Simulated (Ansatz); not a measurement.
Molecule: C4H10O, charge 0, multiplicity 1. 
Geometry from a B3LYP-D3(BJ)/def2-TZVP (Ansatz, an electronic-structure program) optimisation:
SMILES: CC(C)CO
```xyz
15

C     -1.6569    -0.7964    -0.3856
C     -0.5228     0.0477     0.1947
C     -0.4662     1.4303    -0.4530
C      0.8014    -0.6876     0.0491
O      1.8200     0.0545     0.7163
H     -2.6169    -0.2924    -0.2622
H     -1.7250    -1.7709     0.1027
H     -1.5095    -0.9663    -1.4559
H     -0.6973     0.1753     1.2686
H     -0.3111     1.3425    -1.5325
H      0.3503     2.0219    -0.0410
H     -1.4004     1.9726    -0.2940
H      0.7135    -1.6921     0.4817
H      1.0401    -0.8001    -1.0178
H      2.6631    -0.3907     0.5888
```
Charge 0, spin multiplicity 1.

Dipole moments at this geometry, in debye (magnitudes).

| level | program | dipole (D) |
|---|---|---|
| SVWN5/def2-TZVPD | Ansatz | 1.37 |
| B3LYP/def2-TZVPD | Ansatz | 1.41 |
| PBE0/def2-TZVPD | Ansatz | 1.40 |
| BHLYP/def2-TZVPD | Ansatz | 1.48 |
| r2SCANh/def2-TZVPD | Ansatz | 1.38 |
| r2SCAN0/def2-TZVPD | Ansatz | 1.42 |
| CAM-B3LYP/def2-TZVPD | Ansatz | 1.46 |
| wB97M-V/def2-TZVPD | Ansatz | 1.42 |
| CCSD(T)/aug-cc-pVDZ | Ansatz | 1.41 |

Measured: 1.64 D (NIST CCCBDB, as tabulated in the package chemicals), a vibrational average, which may belong to another conformer or a mix. This is an older compilation, not checked against later work.
